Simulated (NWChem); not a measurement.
System: C$_{3}$H$_{5}$BFN; SMILES C(#C)B(NC)F

Here is an NWChem input.

```
start job
memory heap 200 mb stack 900 mb global 1100 mb
geometry units angstroms noautoz
  C      1.050294     2.235700    -0.000098
  C      0.312429     1.268707     0.000173
  B     -0.620940     0.041663    -0.000064
  F     -1.949099     0.230098    -0.000363
  N     -0.136777    -1.266527    -0.000306
  C      1.236255    -1.699129     0.000812
  H      1.694290     3.096932    -0.000530
  H     -0.827315    -2.010053    -0.000731
  H      1.477294    -2.301644     0.893089
  H      1.477559    -2.304979    -0.889098
  H      1.896556    -0.821399    -0.000656
end
basis spherical
  C library 6-31g*
  B library 6-31g*
  F library 6-31g*
  N library 6-31g*
  H library 6-31g*
end
dft
  xc scan
  grid xcoarse
  iterations 150
  mulliken
end
task dft gradient
```

NWChem printed, in part:

```
             Northwest Computational Chemistry Package (NWChem) 7.3.0
             --------------------------------------------------------

 CS  symmetry detected

                             Geometry "geometry" -> ""
                             -------------------------

 Output coordinates in angstroms (scale by  1.889725989 to convert to a.u.)

  No.       Tag          Charge          X              Y              Z
 ---- ---------------- ---------- -------------- -------------- --------------
    1 C                    6.0000     1.03896234     2.24627693     0.00000000
    2 C                    6.0000     0.30886827     1.27340345     0.00000000
    3 B                    5.0000    -0.61464023     0.03892106     0.00000000
    4 F                    9.0000    -1.94426631     0.21670935     0.00000000
    5 N                    7.0000    -0.12001217    -1.26534798     0.00000000
    6 C                    6.0000     1.25644184    -1.68693602     0.00000000
    7 H                    1.0000     1.67603771     3.11264079     0.00000000
    8 H                    1.0000    -0.80457127    -2.01438240     0.00000000
    9 H                    1.0000     1.50244636    -2.28916708     0.89109369
   10 H                    1.0000     1.50244636    -2.28916708    -0.89109369
   11 H                    1.0000     1.90968924    -0.80394394     0.00000000

 Effective nuclear repulsion energy (a.u.)     195.8010383993

      Symmetry information
      --------------------

 Group name             Cs
 Group number              2
 Group order               2
 No. of unique centers    10

                                 NWChem DFT Module
                                 -----------------

 Summary of "ao basis" -> "ao basis" (spherical)
 ------------------------------------------------------------------------------
       Tag                 Description            Shells   Functions and Types
 ---------------- ------------------------------  ------  ---------------------
 C                           6-31g*                  6       14   3s2p1d
 B                           6-31g*                  6       14   3s2p1d
 F                           6-31g*                  6       14   3s2p1d
 N                           6-31g*                  6       14   3s2p1d
 H                           6-31g*                  2        2   2s

      Symmetry analysis of basis
      --------------------------

        a'         68
        a"         26

            General Information
            -------------------
          SCF calculation type: DFT
          Wavefunction type:  closed shell.
          No. of atoms     :    11
          No. of electrons :    44
           Alpha electrons :    22
            Beta electrons :    22
          Charge           :     0
          Spin multiplicity:     1
          Use of symmetry is: on ; symmetry adaption is: on
          Maximum number of iterations: 150
          AO basis - number of functions:    94
                     number of shells:    46
          Convergence on energy requested:  1.00D-06
          Convergence on density requested:  1.00D-05
          Convergence on gradient requested:  5.00D-04

              XC Information
              --------------
                         SCAN Method XC Functional
                  SCAN metaGGA Exchange Functional  1.000
                        SCAN Correlation Potential  1.000

             Grid Information
             ----------------
          Grid used for XC integration:  xcoarse
          Radial quadrature: Mura-Knowles
          Angular quadrature: Lebedev.
          Tag              B.-S. Rad. Rad. Pts. Rad. Cut. Ang. Pts.
          ---              ---------- --------- --------- ---------
          C                   0.70       21          11.0       194
          B                   0.85       21           9.0       194
          F                   0.50       21          11.0       194
          N                   0.65       21          11.0       194
          H                   0.35       21          12.0       194
          Grid pruning is: on
          Number of quadrature shells:   210
          Spatial weights used:  Erf1

      Superposition of Atomic Density Guess
      -------------------------------------

 Sum of atomic energies:        -293.66408390

      Non-variational initial energy
      ------------------------------

 Total energy =    -296.608867
 1-e energy   =    -787.701746
 2-e energy   =     295.291841
 HOMO         =      -0.302163
 LUMO         =       0.011117

      Symmetry analysis of molecular orbitals - initial
      -------------------------------------------------

  Numbering of irreducible representations:

     1 a'          2 a"

  Orbital symmetries:

     1 a'          2 a'          3 a'          4 a'          5 a'
     6 a'          7 a'          8 a'          9 a'         10 a'
    11 a'         12 a'         13 a'         14 a'         15 a"
    16 a'         17 a"         18 a'         19 a'         20 a"
    21 a'         22 a"         23 a"         24 a'         25 a'
    26 a'         27 a'         28 a"         29 a'         30 a"
    31 a'         32 a'

     ---------------------------------------------
      Total Density - Mulliken Population Analysis
     ---------------------------------------------

    Atom       Charge   Shell Charges
 -----------   ------   -------------------------------------------------------
    1 C    6     6.23   2.00  0.75  1.83  0.65  0.97  0.03
    2 C    6     6.21   2.00  0.75  1.92  0.71  0.81  0.03
    3 B    5     4.19   2.00  0.54  1.05  0.28  0.21  0.11
    4 F    9     9.49   2.00  0.95  3.46  0.98  2.09  0.01
    5 N    7     7.80   2.00  0.80  2.60  0.76  1.63  0.02
    6 C    6     6.41   2.00  0.70  1.94  0.64  1.09  0.05
    7 H    1     0.72   0.42  0.30
    8 H    1     0.57   0.41  0.16
    9 H    1     0.79   0.48  0.32
   10 H    1     0.79   0.48  0.32
   11 H    1     0.79   0.47  0.32

   convergence    iter        energy       DeltaE   RMS-Dens  Diis-err
 ---------------- ----- ----------------- --------- --------- ---------
 d= 0,ls=0.0,diis     1   -296.6115752622 -4.92D+02  1.22D-02  6.38D-01
 d= 0,ls=0.0,diis     2   -296.6136152563 -2.04D-03  6.42D-03  8.37D-01
 d= 0,ls=0.0,diis     3   -296.6807416195 -6.71D-02  2.73D-03  9.22D-02
 d= 0,ls=0.0,diis     4   -296.6834954892 -2.75D-03  1.56D-03  4.26D-02
 d= 0,ls=0.0,diis     5   -296.6887234821 -5.23D-03  4.36D-04  4.64D-03
  Resetting Diis
 d= 0,ls=0.0,diis     6   -296.6892889251 -5.65D-04  1.13D-04  1.96D-04
 d= 0,ls=0.0,diis     7   -296.6893085591 -1.96D-05  1.08D-04  3.23D-05
 d= 0,ls=0.0,diis     8   -296.6892969423  1.16D-05  7.25D-05  1.29D-04
 d= 0,ls=0.0,diis     9   -296.6893122656 -1.53D-05  1.10D-05  2.14D-06
 d= 0,ls=0.0,diis    10   -296.6893124855 -2.20D-07  4.52D-06  3.57D-07

         Total DFT energy =     -296.689312485464
      One electron energy =     -792.495595961874
           Coulomb energy =      339.513808129856
    Exchange-Corr. energy =      -39.508563052736
 Nuclear repulsion energy =      195.801038399290

 Numeric. integr. density =       43.998246545152

                  Occupations of the irreducible representations
                  ----------------------------------------------

                     irrep           alpha         beta
                     --------     --------     --------
                     a'               18.0         18.0
                     a"                4.0          4.0

                       DFT Final Molecular Orbital Analysis
                       ------------------------------------

 Vector   20  Occ=2.000000D+00  E=-2.628606D-01  Symmetry=a"
              MO Center=  3.5D-01,  1.0D+00, -2.4D-16, r^2= 3.1D+00
   Bfn.  Coefficient  Atom+Function         Bfn.  Coefficient  Atom+Function
  ----- ------------  ---------------      ----- ------------  ---------------
    19      0.360027   2 C  pz                5      0.334841   1 C  pz
    23      0.221303   2 C  pz                9      0.205306   1 C  pz
    47     -0.191305   4 F  pz               61      0.191652   5 N  pz
    65      0.152802   5 N  pz               51     -0.145611   4 F  pz
    33      0.141202   3 B  pz               75     -0.085764   6 C  pz

 Vector   21  Occ=2.000000D+00  E=-2.485766D-01  Symmetry=a'
              MO Center=  6.4D-01,  1.7D+00, -9.0D-16, r^2= 1.6D+00
   Bfn.  Coefficient  Atom+Function         Bfn.  Coefficient  Atom+Function
  ----- ------------  ---------------      ----- ------------  ---------------
     3      0.331139   1 C  px               17      0.326172   2 C  px
     4     -0.249874   1 C  py               18     -0.234745   2 C  py
     7      0.224648   1 C  px               21      0.181223   2 C  px
     8     -0.165292   1 C  py               22     -0.119541   2 C  py
    46      0.074114   4 F  py               45      0.071457   4 F  px

 Vector   22  Occ=2.000000D+00  E=-2.268482D-01  Symmetry=a"
              MO Center=  2.2D-01, -5.2D-01, -1.9D-16, r^2= 3.6D+00
   Bfn.  Coefficient  Atom+Function         Bfn.  Coefficient  Atom+Function
  ----- ------------  ---------------      ----- ------------  ---------------
    61      0.469278   5 N  pz               65      0.409694   5 N  pz
     5     -0.230267   1 C  pz               19     -0.178708   2 C  pz
     9     -0.161942   1 C  pz               90     -0.137677   9 H  s
    92      0.137677  10 H  s                75     -0.130664   6 C  pz
    33      0.128920   3 B  pz               47     -0.124281   4 F  pz

 Vector   23  Occ=0.000000D+00  E=-2.793923D-02  Symmetry=a"
              MO Center=  1.9D-01,  9.5D-01,  4.5D-16, r^2= 3.3D+00
   Bfn.  Coefficient  Atom+Function         Bfn.  Coefficient  Atom+Function
  ----- ------------  ---------------      ----- ------------  ---------------
     9      0.472671   1 C  pz                5      0.369977   1 C  pz
    33     -0.356675   3 B  pz               23     -0.343481   2 C  pz
    37     -0.301282   3 B  pz               65      0.272450   5 N  pz
    19     -0.236939   2 C  pz               61      0.234669   5 N  pz
    47      0.162762   4 F  pz               51      0.149264   4 F  pz

 Vector   24  Occ=0.000000D+00  E= 1.630260D-02  Symmetry=a'
              MO Center=  5.0D-01,  1.4D+00,  1.4D-15, r^2= 3.1D+00
   Bfn.  Coefficient  Atom+Function         Bfn.  Coefficient  Atom+Function
  ----- ------------  ---------------      ----- ------------  ---------------
     7      0.471949   1 C  px               21     -0.432809   2 C  px
     8     -0.348368   1 C  py               62      0.336467   5 N  s
     3      0.332077   1 C  px               17     -0.310477   2 C  px
    22      0.283242   2 C  py               88     -0.271114   8 H  s
     4     -0.244222   1 C  py               18      0.219719   2 C  py

 Vector   25  Occ=0.000000D+00  E= 9.356121D-02  Symmetry=a'
              MO Center= -5.8D-02, -1.8D+00, -1.0D-15, r^2= 4.6D+00
   Bfn.  Coefficient  Atom+Function         Bfn.  Coefficient  Atom+Function
  ----- ------------  ---------------      ----- ------------  ---------------
    62      1.211854   5 N  s                88     -1.204044   8 H  s
    76      0.760614   6 C  s                34     -0.673130   3 B  s
    90     -0.646648   9 H  s                92     -0.646648  10 H  s
    22     -0.458048   2 C  py               77      0.445411   6 C  px
    78     -0.330343   6 C  py               86      0.322072   7 H  s

     ---------------------------------------------
      Total Density - Mulliken Population Analysis
     ---------------------------------------------

    Atom       Charge   Shell Charges
 -----------   ------   -------------------------------------------------------
    1 C    6     6.30   2.00  0.69  1.96  0.63  1.00  0.02
    2 C    6     6.03   2.00  0.67  1.97  0.72  0.65  0.02
    3 B    5     4.58   2.00  0.52  1.44  0.18  0.31  0.13
    4 F    9     9.28   2.00  0.94  3.33  0.99  2.01  0.01
    5 N    7     7.57   2.00  0.78  2.55  0.79  1.44  0.02
    6 C    6     6.37   2.00  0.67  2.08  0.62  0.95  0.05
    7 H    1     0.77   0.50  0.27
    8 H    1     0.65   0.50  0.15
    9 H    1     0.82   0.52  0.30
   10 H    1     0.82   0.52  0.30
   11 H    1     0.80   0.52  0.28

     -------------------------------------------
      Total Density - Lowdin Population Analysis
     -------------------------------------------

    Atom       Charge   Shell Charges
 -----------   ------   -------------------------------------------------------
    1 C    6     6.17   1.99  0.57  1.77  0.47  1.33  0.04
    2 C    6     6.06   1.99  0.55  1.75  0.44  1.27  0.05
    3 B    5     5.12   1.97  0.40  1.30  0.31  0.79  0.34
    4 F    9     9.03   1.99  0.91  3.18  0.78  2.15  0.02
    5 N    7     7.19   1.99  0.66  2.36  0.48  1.64  0.06
    6 C    6     6.28   1.99  0.54  1.88  0.43  1.34  0.10
    7 H    1     0.83   0.46  0.36
    8 H    1     0.73   0.47  0.26
    9 H    1     0.87   0.50  0.37
   10 H    1     0.87   0.50  0.37
   11 H    1     0.85   0.49  0.35

     Multipole analysis of the density
     ---------------------------------

     L   x y z        total         alpha         beta         nuclear
     -   - - -        -----         -----         ----         -------
     0   0 0 0     -0.000000    -22.000000    -22.000000     44.000000

     1   1 0 0      0.696541      0.348271      0.348271      0.000000
     1   0 1 0     -0.636801     -0.318401     -0.318401      0.000000
     1   0 0 1      0.000000      0.000000      0.000000      0.000000

     2   2 0 0    -25.469964   -127.277313   -127.277313    229.084661
     2   1 1 0      2.776477      2.780241      2.780241     -2.784005
     2   1 0 1     -0.000000     -0.000000     -0.000000      0.000000
     2   0 2 0    -19.609279   -176.911814   -176.911814    334.214349
     2   0 1 1      0.000000      0.000000      0.000000      0.000000
     2   0 0 2    -26.135484    -15.903338    -15.903338      5.671193

            General Information
            -------------------
          SCF calculation type: DFT
          Wavefunction type:  closed shell.
          No. of atoms     :    11
          No. of electrons :    44
           Alpha electrons :    22
            Beta electrons :    22
          Charge           :     0
          Spin multiplicity:     1
          Use of symmetry is: on ; symmetry adaption is: on
          Maximum number of iterations: 150
          AO basis - number of functions:    94
                     number of shells:    46
          Convergence on energy requested:  1.00D-06
          Convergence on density requested:  1.00D-05
          Convergence on gradient requested:  5.00D-04

[...]

                         DFT ENERGY GRADIENTS

    atom               coordinates                        gradient
                 x          y          z           x          y          z
   1 C       1.963354   4.244848   0.000000    0.001153   0.001550   0.000000
   2 C       0.583676   2.406384   0.000000   -0.001466  -0.001214   0.000000
   3 B      -1.161502   0.073550   0.000000   -0.004624  -0.007046   0.000000
   4 F      -3.674131   0.409521   0.000000    0.002253   0.000456   0.000000
   5 N      -0.226790  -2.391161   0.000000    0.006335   0.003571   0.000000
   6 C       2.374331  -3.187847   0.000000   -0.011085   0.003123   0.000000
   7 H       3.167252   5.882038   0.000000    0.003468   0.004587   0.000000
   8 H      -1.520419  -3.806631   0.000000   -0.002521  -0.003178   0.000000
   9 H       2.839212  -4.325899   1.683923    0.001683  -0.001059   0.001009
  10 H       2.839212  -4.325899  -1.683923    0.001683  -0.001059  -0.001009
  11 H       3.608789  -1.519234   0.000000    0.003121   0.000270   0.000000
```

Level: SCAN/6-31G* (spherical d). All runs use the structure optimised with PBE0/def2-SVP.
